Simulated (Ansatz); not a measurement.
```yaml
crystal:
  periodic: [false, false, false]
  atoms:
    - {symbol: C, position_ang: [-0.138625, -0.862369, -0.824434]}
    - {symbol: Si, position_ang: [0.497743, 0.434181, 0.322925]}
    - {symbol: F, position_ang: [1.359723, -0.292731, 1.449004]}
    - {symbol: S, position_ang: [-0.997752, 1.637409, 1.215060]}
    - {symbol: Br, position_ang: [1.827118, 1.848946, -0.727936]}
    - {symbol: H, position_ang: [0.693343, -1.431024, -1.245614]}
    - {symbol: H, position_ang: [-0.794361, -1.552566, -0.287477]}
    - {symbol: H, position_ang: [-0.703251, -0.404971, -1.638111]}
    - {symbol: H, position_ang: [-1.655439, 0.576725, 1.719584]}
basis:
  gaussian: {orbitals: cc-pVTZ-DK}
total_charge: -1
magnetization: {spin_polarized: true, initial_magnetization: 5}
hamiltonian: {xc: {name: rPW86-PBE}}
output: {forces: true}
```

```sh
$ ansatz run in.yaml --threads 4 --pin off --events-out ev --progress --plain --max-ram 10444MiB
```

Shortened log:

```
Functional definition: rPW86-PBE
1467 factors; their error is unknown
mean field evaluation 1: about -93523.2613 eV, gradient 5.7e1 eV
mean field evaluation 2: about -93176.1616 eV, gradient 2.2e2 eV
mean field evaluation 4: about -93514.9335 eV, gradient 5.5e1 eV
mean field evaluation 8: about -93545.7678 eV, gradient 1.0e0 eV
mean field evaluation 16: about -93545.7619 eV, gradient 1.3e-5 eV
mean field -93545.76191731 eV, -3437.7433428664 hartree, gradient 1.3e-5 eV, S^2 8.755222; 10 other end points of the search recorded, 0 dependent functions left out
reference -93545.76203722 eV, -3437.7433472728 hartree; 45, 40 occupied and 182, 187 virtual orbitals, 1467 factors
Total energy: -93545.76203722 eV, -3437.7433472728 hartree
Relativity: scalar
Atom 0 at    -0.138625    -0.862369    -0.824434 Å, force    -1.436757    -1.945360    -0.964036 eV/Å
Atom 1 at     0.497743     0.434181     0.322925 Å, force    -1.184819    -2.085357     0.615655 eV/Å
Atom 2 at     1.359723    -0.292731     1.449004 Å, force     2.320675    -1.405920     1.933003 eV/Å
Atom 3 at    -0.997752     1.637409     1.215060 Å, force    -1.032263     6.454887    -0.131047 eV/Å
Atom 4 at     1.827118     1.848946    -0.727936 Å, force     3.612485     2.867150    -2.582045 eV/Å
Atom 5 at     0.693343    -1.431024    -1.245614 Å, force     0.918228    -0.364791    -0.329218 eV/Å
Atom 6 at    -0.794361    -1.552566    -0.287477 Å, force     0.087339     0.080296     0.131080 eV/Å
Atom 7 at    -0.703251    -0.404971    -1.638111 Å, force    -0.519314     0.459340    -0.783593 eV/Å
Atom 8 at    -1.655439     0.576725     1.719584 Å, force    -2.765574    -4.060246     2.110201 eV/Å
Dipole moment:     0.599620     0.671674    -0.206442 e Å
```

Something in this input is off. What?

The spin is set far too high for this molecule. Self-consistency was reached. The result belongs to that input, not to the molecule as meant.
